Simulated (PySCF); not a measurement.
**Dipole response of Co (cobalt, neutral)**

[Ar] 3d7 4s2, high-spin 4F determinant. All numbers are calculated (PySCF 2.14, the non-relativistic Hamiltonian (point nucleus), in dyall-av2z (16s12p7d2f, 101 functions)). Coupled (time-dependent) response in atomic units; α is the mean over directions. A double-zeta set is small for polarisabilities.

| method | mean α (bohr³) | C₆ (like pair) | S(−4) |
| --- | --- | --- | --- |
| r2SCAN0 | 58.17 | 516.3 | 1706 |

S(−4) is the Cauchy moment in α(ω) = α(0) + S(−4) ω² + …

Reference α: 55 ± 4 bohr³ (recommended; Schwerdtfeger and Nagle, table of static dipole polarizabilities (2023 update)). Published C₆: 408.0 (Chu and Dalgarno (2004); Tang, Norbeck and Certain (1976)).

α(iu) at r2SCAN0:

| u (hartree) | α(iu) (bohr³) |
| --- | --- |
| 0 | 58.17 |
| 0.0500 | 54.27 |
| 0.100 | 45.52 |
| 0.200 | 28.62 |
| 0.300 | 18.45 |
| 0.500 | 9.509 |
| 0.750 | 5.518 |
| 1.00 | 3.793 |
| 1.50 | 2.260 |
| 2.00 | 1.553 |
| 3.00 | 0.8927 |
| 5.00 | 0.4277 |

A single London oscillator, α(iu) = α/(1 + u²/ω²), gives C₆ = (3/4) ω α². Matching the computed C₆ needs ω = 4 × 516.3 / (3 × 58.17²) = 0.203 hartree.
